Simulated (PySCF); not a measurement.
Isomers of C5H4O2S.

All values: CAM-B3LYP/def2-SVPD (PySCF) at PBE0-D3(BJ)/def2-SVP geometries, gas phase, one conformer each. Core orbitals are frozen in the response; Δα² is half the sum of the squared differences of the principal polarisabilities.

Task: Rank by dipole moment, highest first.
A. `[O:1]=[C:2]([OH:3])[c:4]1[cH:5][cH:6][s:7][cH:8]1` with O1–C2–O3–H 0°, O1–C2–C4–C5 0°
B. `[O:1]=[c:2]1[cH:3][cH:4][s:5][c:6]([OH:7])[cH:8]1` with S5–C6–O7–H 180°
C. `[O:1]=[C:2]([OH:3])[c:4]1[cH:5][cH:6][cH:7][s:8]1` with O1–C2–O3–H 0°, O1–C2–C4–C5 0°
D. `[O:1]=[CH:2][O:3][c:4]1[cH:5][cH:6][s:7][cH:8]1` with O1–C2–O3–C4 0°, C2–O3–C4–C5 3°

Result: B (3.37 D), C (2.07 D), A (1.78 D), D (1.40 D).

All values together:

| SMILES | μ (D) | HOMO (eV) | LUMO (eV) | α (Å³) | Δα (Å³) | ΔSCF removal energy (eV) |
| --- | --- | --- | --- | --- | --- | --- |
| O=COc1ccsc1 | 1.40 | -8.19 | 0.16 | 12.14 | 7.72 | 8.91 |
| O=c1ccsc(O)c1 | 3.37 | -8.23 | -0.49 | 12.69 | 8.68 | – |
| O=C(O)c1ccsc1 | 1.78 | -8.65 | -0.36 | 12.19 | 7.76 | 9.35 |
| O=C(O)c1cccs1 | 2.07 | -8.62 | -0.70 | 12.27 | 7.60 | 9.31 |

Conformers: `[O:1]=[CH:2][O:3][c:4]1[cH:5][cH:6][s:7][cH:8]1` with O1–C2–O3–C4 0°, C2–O3–C4–C5 3°; `[O:1]=[c:2]1[cH:3][cH:4][s:5][c:6]([OH:7])[cH:8]1` with S5–C6–O7–H 180°; `[O:1]=[C:2]([OH:3])[c:4]1[cH:5][cH:6][s:7][cH:8]1` with O1–C2–O3–H 0°, O1–C2–C4–C5 0°; `[O:1]=[C:2]([OH:3])[c:4]1[cH:5][cH:6][cH:7][s:8]1` with O1–C2–O3–H 0°, O1–C2–C4–C5 0°.

A dash marks a removal energy that wasn't run or isn't settled.
